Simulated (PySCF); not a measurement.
FHSi, charge -1, multiplicity 2. Atoms are numbered in the order given.

```xyz
3

Si     0.1189     0.6279     0.0000
H     -1.4166     0.9268     0.0000
F     -0.0275    -1.0798     0.0000
```
Charge -1, spin multiplicity 2.

Geometry: B3LYP-D3(BJ)/def2-TZVPD. The spin state was assumed, not searched. The isomer is the one that the SMILES or the coordinates give; other isomers of the formula were not compared.

These are PBE/def2-TZVPD (PySCF) values and carry that method's errors.

Mulliken values depend strongly on the basis, most of all with diffuse functions as here. ESP charges are fitted to the potential on shells at 1.4 to 2.0 van der Waals radii. Atomic charges (e):

```
atom  meta-Löwdin  Mulliken  ESP fit  Mulliken spin
----  -----------  --------  -------  -------------
Si1    (withheld)     -0.55    -0.81           0.99
H2     (withheld)     -0.05    -0.05          -0.03
F3     (withheld)     -0.40    -0.14           0.04
```

Some entries are withheld; supply them. (An estimate is asked for; the answer gives what the named calculation found.)


- Si1, meta-Löwdin: -0.27
- H2, meta-Löwdin: -0.17
- F3, meta-Löwdin: -0.56
